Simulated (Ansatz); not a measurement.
C$_{2}$H$_{7}$ClFNSeTi, SMILES `C[N](C)[Ti]([F])([Cl])[SeH]` at its PBE0-D4/def2-TZVP geometry, where that method's forces vanish. The species carries charge 0 and has multiplicity 1.

```xyz
14

C    -0.1179    0.2173    1.4327
N     0.3258   -0.0407    0.0818
C     1.2641   -1.1283   -0.0512
Ti   -0.3442    0.9989   -1.2692
F     0.5497    0.6436   -2.7351
Cl   -0.2705    3.1404   -0.7146
Se   -2.6635    0.2654   -1.4934
H    -0.6238   -0.6645    1.8455
H     0.7309    0.4682    2.0798
H    -0.8217    1.0529    1.4588
H     0.8168   -2.0666    0.2989
H     2.1641   -0.9370    0.5455
H     1.5594   -1.2547   -1.0932
H    -2.5692   -0.6949   -0.3862
```

**Question.** What forces (eV/Å) does ωB97M-V/def2-TZVPP give on these atoms in the Gaussian-basis code of Ansatz? (Estimate.)

**Answer.** Ansatz gave: 
```
C1  -0.106  0.042  0.360
N2  -0.133  0.273 -0.367
C3   0.254 -0.306 -0.004
Ti4 -0.024 -0.149  0.144
F5   0.041 -0.023 -0.036
Cl6  0.012  0.083  0.019
Se7 -0.005 -0.060  0.069
H8   0.041  0.074 -0.039
H9  -0.069 -0.022 -0.060
H10  0.047 -0.059  0.000
H11  0.035  0.085 -0.033
H12 -0.081 -0.012 -0.053
H13 -0.021  0.009  0.077
H14  0.008  0.065 -0.077
```
